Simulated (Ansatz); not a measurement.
`C[CH](O)[GeH3]` + H₂ → `C[CH2][GeH3]` + H₂O at 700 K and 1 bar (hydrogenolysis of a C–O bond).

Gas-phase electronic energies from Ansatz, PBE0-D4/def2-TZVP geometries. CCSD(T)/CBS adds triple-zeta CCSD(T) − MP2 to the extrapolated MP2 energy (def2 sets, frozen cores). This one scheme is used for every species. For Ge outer-core shells are correlated without core-valence functions, which leaves a few kJ/mol of doubt a bond. Scalar relativity is left out up to krypton. Each species was taken in one conformer, which may not be the lowest.

| species | CCSD(T)/CBS energy (Eh) | H − E (kJ/mol) | S (J/(mol·K)) |
| --- | --- | --- | --- |
| `C[CH](O)[GeH3]` | -2232.18474 | 323.4 | 458.5 |
| H₂ | -1.17544 | 46.8 | 155.3 |
| `C[CH2][GeH3]` | -2157.02491 | 300.5 | 415.9 |
| H₂O | -76.37941 | 80.5 | 218.4 |

H − E and S are ideal-gas, rigid-rotor, harmonic terms from PBE0-D4/def2-TZVP, for one conformer and one mirror image of each species. For small species the MP2-based limit differs from directly extrapolated CCSD(T) by up to some mEh (0.8 for H₂); such offsets cancel only in part. 1 Eh = 2625.50 kJ/mol, R = 8.31446 J/(mol·K).

Task: By hand: ΔE, ΔH, ΔS and ΔG.

Result: ΔE = (-2157.02491) + (-76.37941) − (-2232.18474) − (-1.17544) = -0.04414 Eh = -115.9 kJ/mol. Δ(H − E) = 300.5 + 80.5 − 323.4 − 46.8 = 10.8, so ΔH = -105.1 kJ/mol. ΔS = 415.9 + 218.4 − 458.5 − 155.3 = 20.5 J/(mol·K). ΔG = -105.1 − 700 × (20.5)/1000 = -119.4 kJ/mol.

Task: By hand: the equilibrium constant, and the temperature at which ΔG would vanish if ΔH and ΔS stayed fixed.

Result: log₁₀ K = −ΔG/(RT ln 10) = 8.9. ΔH and −TΔS have one sign here, so there is no such temperature.

ΔH outweighs TΔS. A doubt of 5 kJ/mol in ΔE shifts log₁₀ K by 0.4 here. Other conformers and mirror images would add mixing entropy, several J/(mol·K) or more a flexible species. These are equilibria of isolated gas molecules and say nothing of rates. Largest T1 diagnostic: 0.011 (customary marks: 0.02 for closed shells, 0.045 for open ones).
